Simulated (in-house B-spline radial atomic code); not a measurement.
Inner levels of rhenium as electrons are removed. A shift is the extra binding of the orbital against the neutral atom ([Xe] 4f14 5d5 6s2). Computed with a radial B-spline atomic code at the basis-set limit: non-relativistic Hartree-Fock, average of the configuration, point nuclei.

This level leaves out relativity, spin-orbit splitting included, which matters for heavy ions.

```
  ion      configuration  shift of 3p (eV)  shift of 1s (eV)  shift of 3s (eV)  radius of 3p (bohr)  radius of 1s (bohr)  radius of 3s (bohr)  Σ<r²> (bohr²)  change of density at nucleus (bohr⁻³)
Re23+      [Kr] 4d10 4f6            678.82            677.45            678.58              0.20564             0.020195              0.21525         6.6844                                -100.96
Re24+      [Kr] 4d10 4f5            734.13            731.16            733.89              0.20554             0.020195              0.21515         6.3367                                 -75.69
Re25+      [Kr] 4d10 4f4            790.89            786.37            790.65              0.20542             0.020195              0.21505         6.0076                                -48.952
Re26+      [Kr] 4d10 4f3            849.09            843.07            848.84               0.2053             0.020195              0.21493         5.6955                                -20.794
Re27+      [Kr] 4d10 4f2             908.7            901.24            908.42              0.20517             0.020195               0.2148         5.3989                                  8.797
Re28+      [Kr] 4d10 4f1            969.71            960.89            969.39              0.20502             0.020195              0.21467         5.1167                                 39.818
Re29+          [Kr] 4d10           1032.09              1022           1031.72              0.20486             0.020195              0.21452         4.8478                                 72.263
Re30+           [Kr] 4d9           1093.33           1089.54           1092.58              0.20464             0.020195              0.21432         4.5708                                 115.77
Re31+           [Kr] 4d8           1155.44           1158.26            1154.3              0.20441             0.020195              0.21411          4.302                                 160.46
Re32+           [Kr] 4d7           1218.43           1228.17           1216.87              0.20418             0.020195               0.2139         4.0411                                 206.33
Re33+           [Kr] 4d6           1282.27           1299.25           1280.28              0.20394             0.020195              0.21368         3.7877                                 253.38
Re34+           [Kr] 4d5           1346.98            1371.5           1344.53              0.20369             0.020195              0.21345         3.5416                                 301.64
Re35+           [Kr] 4d4           1412.53           1444.94           1409.61              0.20343             0.020195              0.21322         3.3026                                 351.07
Re36+           [Kr] 4d3           1478.94           1519.54           1475.51              0.20316             0.020196              0.21297         3.0702                                 401.67
Re37+           [Kr] 4d2           1546.18           1595.32           1542.24              0.20289             0.020196              0.21273         2.8443                                 453.48
Re38+           [Kr] 4d1           1614.27           1672.27           1609.78              0.20261             0.020196              0.21247         2.6246                                 506.46
Re39+  [Ar] 3d10 4s2 4p6           1683.19           1750.38           1678.14              0.20232             0.020196              0.21221         2.4109                                 560.64
Re40+  [Ar] 3d10 4s2 4p5           1750.33            1831.1           1745.15              0.20233             0.020195              0.21198         2.1944                                 619.48
Re41+  [Ar] 3d10 4s2 4p4           1818.11           1912.82           1812.78              0.20211             0.020195              0.21174         1.9825                                 679.37
Re42+  [Ar] 3d10 4s2 4p3            1886.5           1995.53           1881.02              0.20188             0.020194               0.2115         1.7749                                 740.29
Re43+  [Ar] 3d10 4s2 4p2           1955.52           2079.23           1949.87              0.20165             0.020193              0.21126         1.5715                                 802.29
Re44+  [Ar] 3d10 4s2 4p1           2025.15           2163.92           2019.32              0.20142             0.020193              0.21101         1.3723                                 865.34
Re45+      [Ar] 3d10 4s2           2095.39            2249.6           2089.38              0.20118             0.020192              0.21076         1.1772                                 929.42
```
